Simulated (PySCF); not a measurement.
methyl chloride (CH$_{3}$Cl), singlet, geometry from GFN2-xTB. Base run: PBE0/6-31G* (PySCF).

The PySCF input:
```python
from pyscf import gto, scf, dft

mol = gto.Mole()
mol.atom = '''
    C    -0.00149191    0.04693566   -1.12182869
    Cl    0.00086957   -0.02735682    0.65386656
    H    -0.03217621    1.09066645   -1.41847283
    H     0.90554001   -0.42739850   -1.48323349
    H    -0.87919504   -0.47981606   -1.48305307
'''
mol.basis = '6-31g*'
mol.verbose = 4
mol.build()

mf = dft.RKS(mol)
mf.xc = 'pbe0'
mf.kernel()
```

The base run was repeated with changes; each row names its change, and settings that it needs were set with it.

| change | ΔE vs base (mEh) | SCF cycles | outcome |
|---|---|---|---|
| base | 0.000 | 8 | converged |
| diis = off (with mf.max_cycle = 100) | - | 100 | not converged |
| init_guess = atom | 0.000 | 8 | converged |
| init_guess = mod_huckel | 0.000 | 9 | converged |
| init_guess = sap | 0.000 | 9 | converged |
| conv_tol = 1e-4 | 0.000 | 5 | converged |
| solver = newton; init_guess = 1e | 0.000 | - | converged |
| init_guess = huckel | 0.000 | 8 | converged |
| DIIS = EDIIS | 0.000 | 41 | converged |
| solver = newton | 0.000 | - | converged |
| conv_tol_grad = 1e-3 | 0.000 | 8 | converged |
| level_shift = 0.3 (with mf.max_cycle = 100) | 0.000 | 10 | converged |
| diis_space = 20 | 0.000 | 8 | converged |
